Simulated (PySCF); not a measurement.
Electronic structure of As⁺ (arsenic, charge +1) at the BP86 level

Configuration: [Ar] 3d10 4s2 4p2, high-spin 3P determinant. Computed with PySCF 2.14 in aug-cc-pVDZ-PP with ECP10MDF, with scalar relativity through the core potential.

```json
{
 "Total energy": "-332.1840 hartree",
 "One-electron energy": "-578.4281 hartree",
 "Hartree (Coulomb) energy": "272.9625 hartree",
 "Exchange-correlation energy": "-26.7183 hartree",
 "⟨S²⟩": "2.0015",
 "⟨L²⟩": "2.007",
 "Sum of ⟨r⟩": "20.03 bohr",
 "Sum of ⟨r²⟩": "29.54 bohr²",
 "Traceless quadrupole moment −½Σ⟨3z² − r²⟩ along its main axis": "2.34 e·bohr²",
 "Time after the integrals": "0.3 s of wall time on 1 thread of Neoverse-V1 (shared host)"
}
```

```
shell  electrons  mean orbital energy (eV)  spread (eV)  rms radius, mean of both spins (bohr)
 3s α          1                   -193.33            0                                  0.645
 3s β          1                   -193.20            0                                  0.645
 3p α          3                   -143.35        0.442                                  0.672
 3p β          3                   -143.21        0.564                                  0.672
 3d α          5                   -51.323        0.399                                  0.751
 3d β          5                   -51.108        0.580                                  0.751
 4s α          1                   -24.064            0                                   2.00
 4s β          1                   -22.432            0                                   2.00
 4p α          2                   -14.030            0                                   2.48
```

Energies and moments cover only the electrons outside the core potential.
